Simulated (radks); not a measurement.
Values are calculated unless marked as measured or tabulated.
Task: All-electron atom: O3+ in [He] 2s2 2p1 (the NIST ground configuration). Level of theory: Dirac Kohn-Sham, PBE, spin-unpolarised, spherical densities, finite nucleus; open shells are shared between the two j in proportion to 2j + 1; Fermi nuclear charge, rms radius 2.6991 fm (a radial shooting solver on a logarithmic mesh with Libxc functionals). Some entries of the table are withheld. Estimate them.

| orbital | occ. | eigenvalue (hartree) | <r> (bohr) |
|---|---|---|---|
| 1s1/2 | 2 | -21.56436 | 0.1991 |
| 2s1/2 | 2 | -2.92115 | 0.9771 |
| 2p1/2 | 0.333333 | (1) | (2) |
| 2p3/2 | 0.666667 | (3) | (4) |

Result: 
(1) 2p1/2 eigenvalue (hartree): -2.38861
(2) 2p1/2 <r> (bohr): 0.9189
(3) 2p3/2 eigenvalue (hartree): -2.38630
(4) 2p3/2 <r> (bohr): 0.9199
